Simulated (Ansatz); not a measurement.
Molecule: GeH (charge 0, doublet). 
Structure (B3LYP-D3(BJ)/def2-TZVP (Ansatz, a first-principles code) minimum search):
```xyz
2

Ge     0.0000     0.0000    -0.0487
H      0.0000     0.0000     1.5577
```
Charge 0, spin multiplicity 2.

Basis-set convergence of Hartree-Fock and MP2 correlation energies (hartree) with Ansatz. Correlated levels leave the core frozen unless marked. Open shells are spin-unrestricted. No spin-orbit coupling. Frozen are the shells of the preceding noble gas and the d and f shells that filled before the atom's block. No relativistic terms.

| basis | functions | E(HF) | E(corr, MP2) |
|---|---|---|---|
| aug-cc-pVDZ | 45 | -2075.86388 | -0.06350 |
| aug-cc-pVTZ | 82 | -2075.93404 | -0.07695 |
| aug-cc-pVQZ | 139 | -2075.93688 | -0.08152 |

Extrapolating the two largest sets (X = 3 and 4) as X^-3: E(corr) = (64·(-0.08152) - 27·(-0.07695))/37 = -0.0849 Eh, an estimate of the basis-set limit. The largest set recovers 96.1 % of it, the smallest 74.8 %.
